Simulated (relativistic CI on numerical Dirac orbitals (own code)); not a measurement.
## Ions with 39 electrons, Zr+ to Ce19+

These numbers are calculated, not measured: Dirac-Coulomb-Breit CI, separate exchange-only KLI orbitals for each configuration, a model potential for QED, unscaled Slater integrals (own radial code, finite nucleus).

CI space (outside the closed core [Ar] 3d10): 4s2 4p6 4d3, 4s2 4p6 4d2 5s, 4s2 4p5 4d4, 4s2 4p6 4d2 4f, 4s 4p6 4d4, 4s2 4p6 4d 5s2, 4s2 4p6 4f 5s2, 4s2 4p6 4d 4f2, 4s2 4p6 4f2 5s, 4s2 4p6 4f3. Double excitations out of closed p, d and f shells are left out; levels of such configurations are missing from the list, as are those of other unlisted configurations, and high levels can miss mixing partners.

Energies above each ion's lowest level, in cm⁻¹. Levels are followed by their leading LS label, which can pass from one level to another where the coupling changes.

```csv
Ion,4s2 4p6 4d3 4F_3/2,4s2 4p6 4d3 4F_5/2,4s2 4p6 4d3 4F_7/2,4s2 4p6 4d3 4F_9/2,4s2 4p6 4d3 2P_1/2,4s2 4p6 4d3 4P_1/2,4s2 4p6 4d3 4P_3/2
Zr+,3422.0,3679.1,4012.8,4405.5,7018.9,11828.2,11986.0
Nb2+,0.0,446.6,1035.3,1737.5,12392.1,10268.4,10294.3
Mo3+,0.0,703.4,1611.1,2667.8,16605.5,11955.9,12049.5
Tc4+,0.0,1015.2,2295.9,3749.2,19629.7,13411.9,13491.3
Ru5+,0.0,1390.5,3102.2,4993.5,22291.5,14793.7,14803.8
Rh6+,0.0,1838.9,4043.7,6412.9,24896.3,16186.1,16067.6
Pd7+,0.0,2371.0,5134.7,8018.8,27586.8,17635.6,17324.4
Ag8+,0.0,2998.4,6389.9,9820.8,30439.6,19166.3,18596.2
Cd9+,0.0,3734.4,7824.7,11827.3,33504.2,20793.4,19898.7
In10+,0.0,4593.2,9454.4,14044.2,36819.8,22530.3,21248.0
Sn11+,0.0,5590.4,11294.9,16475.4,40422.0,24390.9,22662.9
Sb12+,0.0,6743.0,13361.6,19121.4,44345.5,26391.0,24165.2
Te13+,0.0,8068.9,15669.4,21980.5,48625.4,28547.8,25779.0
I14+,0.0,9586.9,18232.6,25048.9,53297.2,30880.2,27530.3
Xe15+,0.0,11316.3,21064.3,28322.8,58397.1,33407.8,29446.6
Cs16+,0.0,13277.2,24176.8,31799.7,63961.6,36151.4,31555.5
Ba17+,0.0,15489.4,27581.4,35481.4,70027.6,39131.9,33884.8
La18+,0.0,17973.3,31288.7,39374.4,76632.3,42370.5,36461.9
Ce19+,0.0,20748.6,35309.0,43491.2,83812.7,45888.4,39313.3
```

In the calculation the lowest level changes from 4s2 4p6 4d2 5s 4F_3/2 to 4s2 4p6 4d3 4F_3/2 at Nb2+.

Between Z = 55 and 58 the energy of 4s2 4p6 4d3 4F_5/2 follows a local power law Z^8.4. For orientation: electrostatic splittings inside a shell grow about linearly with the screened charge, excitations that change n as its square, and fine structure as its fourth power; written in Z itself the exponents are larger, since the screened charge grows faster in proportion.

The members near neutrality are the least accurate: they can be off by several eV, miss lower levels of configurations outside the list, or start from a wrong lowest level.
